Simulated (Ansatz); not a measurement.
# Energy profile

The step: GeH₃I ([GeH3][I]) + H → GeH₃ + HI; bonds formed: I1–H3; bonds broken: I1–Ge2 (atoms numbered as in the saddle structure below).

```
6
angstrom
I -1.3188 -0.8501 -0.3117
Ge 0.7196 0.6482 0.1561
H -2.6473 -2.5352 -0.5636
H 1.2523 1.1333 -1.1968
H 0.2420 1.8168 1.0261
H 1.7522 -0.2130 0.8900
```

Electronic energies by CCSD(T) at an estimated basis limit (MP2 extrapolated from triple and quadruple zeta, plus CCSD(T) − MP2 in triple zeta), on PBE0-D4/def2-TZVP structures; GeH$_{4}$I, doublet; no counterpoise correction; spin–orbit coupling, which lowers free halogen atoms and radicals such as OH and SH, is left out. Ansatz 0.2.0; basis: def2-TZVPP and def2-QZVPP; cores frozen in the correlated methods; orbitals are unrestricted. Filled d shells of the heavier atoms are correlated. Core potentials replace the inner electrons of the atoms past krypton. The def2 sets are not built for correlating such inner shells, so the correlated values are less sure here. Extrapolation: Hartree–Fock as exp(−7.88 √X), correlation as X^−2.97.

Q: Give the profile in kcal/mol, counted from the separated reactants. (Judge from chemistry; the value comes from the calculation.)

A: The calculation gives:
```csv
point,kcal/mol
"separated: GeH$_{3}$I (linked as [GeH3][I]; I1, Ge2, H4, H5, H6; singlet) + H (H3; doublet)",0.00
start structure,-0.24
saddle,2.62
end structure,-5.01
"separated: HI (I1, H3; singlet) + GeH$_{3}$ (Ge2, H4, H5, H6; doublet)",-3.43
```

T1 diagnostic: at most 0.013. ⟨S²⟩ of the unrestricted Hartree–Fock references: 0.75 to 0.78 (a pure state has 0.75).

Radical steps of this kind take place in plasma deposition and etching.

For scale, one of the runs: CCSD(T)/def2-TZVPP, 154 basis functions (an equivalent command: `ansatz run in.yaml --threads 4`). Time: 95 s of wall clock on 4 CPU threads; the host was shared. Peak host memory: 3.1 GiB.
